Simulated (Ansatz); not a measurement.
System: stibine, SbH3, charge 0, multiplicity 1. 
Geometry from a B3LYP-D3(BJ)/def2-TZVP (Ansatz, an electronic-structure program) optimisation:
```
Sb
H 1 1.7138
H 1 1.7138 2 91.40
H 1 1.7138 2 91.40 3 91.44
```
Charge 0, spin multiplicity 1.

Basis-set convergence of Hartree-Fock and MP2 correlation energies (hartree) with Ansatz. Correlated levels leave the core frozen unless marked. Spin-orbit coupling is left out. Frozen are the shells of the preceding noble gas and the d and f shells that filled before the atom's block. In def2 rows, elements after Kr have scalar-relativistic effective core potentials.

```
basis        functions       E(HF)  E(corr, MP2)
-----------  ---------  ----------  ------------
def2-SVPD           56  -240.96926      -0.11547
def2-TZVPPD        107  -240.98042      -0.14085
def2-QZVPPD        187  -240.98238      -0.15126
```

Extrapolating the two largest sets (X = 3 and 4) as X^-3: E(corr) = (64·(-0.15126) - 27·(-0.14085))/37 = -0.1589 Eh, an estimate of the basis-set limit. The largest set recovers 95.2 % of it, the smallest 72.7 %.
